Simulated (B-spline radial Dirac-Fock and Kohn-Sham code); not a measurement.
# What relativity does to the binding energies of Ba⁵⁺

System: barium as Ba⁵⁺, configuration 1s2 2s2 2p6 3s2 3p6 3d10 4s2 4p6 4d10 5s2 5p3.

Both columns are ΔSCF binding energies of the configuration average from a B-spline atomic structure program: non-relativistic Hartree-Fock with a point nucleus, and Dirac-Fock with a finite nucleus and the Coulomb interaction alone, averaged over the two j levels with weights 2j+1.

```
shell  Hartree-Fock (eV)  Dirac-Fock (eV)  shift (eV)  shift (%)
   1s            35968.9          37645.4    +1676.46      +4.66
   2s             5658.9           6077.4     +418.48      +7.40
   2p             5326.4           5452.2     +125.80      +2.36
   3s             1273.0           1364.7      +91.77      +7.21
   3p             1129.8           1158.9      +29.09      +2.57
   3d              865.9            854.2      -11.73      -1.35
   4s              309.3            329.0      +19.68      +6.36
   4d              158.5            155.3       -3.21      -2.03
   5s              85.95            89.52       +3.57      +4.15
   5p              71.01            71.69       +0.67      +0.95
```

Relativity binds 1s, 2s, 2p, 3s, 3p, 4s, 5s, 5p more strongly, among those listed most of all 2s in relative terms, and 3d, 4d more weakly, because the contracted s and p shells screen the nucleus better.

Values without a named source are computed, but for edge energies of neutral atoms, which are taken from tables.
